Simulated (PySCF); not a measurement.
C3H6BFO2, SMILES B(C1(CC1)F)(O)O.

Geometry optimised at B3LYP-D3(BJ)/def2-SVP. This is a generated structure with no PubChem entry under its InChIKey; it may be hypothetical. The values are those of a single conformer.

Computed with ωB97X/def2-TZVP (PySCF).

Symmetry labels are those of the subgroup Cs that the program uses (full group Cs).

Task: List the valence orbital energies around the gap with their symmetry. (The exact figures need the calculation; the answer reports its results.)

Result: 
| orbital | symmetry | energy (eV) |
|---|---|---|
| HOMO−7 | A" | -13.95 |
| HOMO−6 | A' | -13.93 |
| HOMO−5 | A' | -13.37 |
| HOMO−4 | A' | -13.11 |
| HOMO−3 | A" | -12.94 |
| HOMO−2 | A" | -11.99 |
| HOMO−1 | A' | -10.77 |
| HOMO | A" | -10.58 |
| LUMO | A' | 2.89 |
| LUMO+1 | A" | 3.28 |
| LUMO+2 | A' | 3.66 |
| LUMO+3 | A' | 4.13 |
